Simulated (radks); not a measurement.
The cerium ion Ce2+ inside a hard spherical wall (all orbitals vanish at R), configuration held at [Xe] 4f2 and not refilled when levels cross. Method: scalar-relativistic Kohn-Sham, PBE, spin-polarised, spherical densities, finite nucleus; open shells are filled with parallel spins first (spin-orbit coupling, left out, can overturn this in heavy ions); Fermi nuclear charge, rms radius 4.8771 fm; computed with a radial shooting solver on a logarithmic mesh with Libxc functionals. Eigenvalues in eV for spin up, with the zero of energy where the potential of the charges vanishes at infinity; a dash marks a level that is unbound or too diffuse for the functional's potential to be trusted. A positive occupied level is held by the wall or, in an anion where self-interaction has pushed it up, behind a barrier. The pressure on the wall is -dE/dV.

R (bohr)  E (hartree)  kinetic (hartree)    e(4d)    e(5s)    e(5p)  e(5d, empty)    e(4f)  e(6s, empty)  pressure (GPa)
free       -8859.4799           9389.259  -117.07  -50.433  -33.554       -13.576  -13.425       -13.088               0
15         -8859.4799           9389.259  -117.07  -50.433  -33.554       -13.576  -13.425       -13.088        < 0.0001
12         -8859.4799           9389.259  -117.07  -50.433  -33.554       -13.576  -13.425       -13.088        < 0.0001
10         -8859.4799           9389.259  -117.07  -50.433  -33.554       -13.575  -13.425       -13.083        < 0.0001
8          -8859.4798           9389.259  -117.06  -50.430  -33.551       -13.562  -13.421       -13.003         0.00204
7          -8859.4797           9389.260  -117.05  -50.419  -33.541       -13.517  -13.406       -12.773          0.0157
6          -8859.4787           9389.271  -116.98  -50.374  -33.499       -13.337  -13.341       -12.001           0.155
4          -8859.3834           9390.051  -115.05  -48.979  -32.015        -9.816  -11.492        -0.880            32.7
3          -8858.4746           9395.421  -107.07  -42.570  -24.363         2.888   -3.779        32.810             618
2.5        -8856.1516           9406.324  -95.777  -31.200  -10.402        23.148    7.644        82.332            3030
1.5        -8811.2574           9566.924  -11.785   125.49   168.98        235.23   102.19        539.84          155000
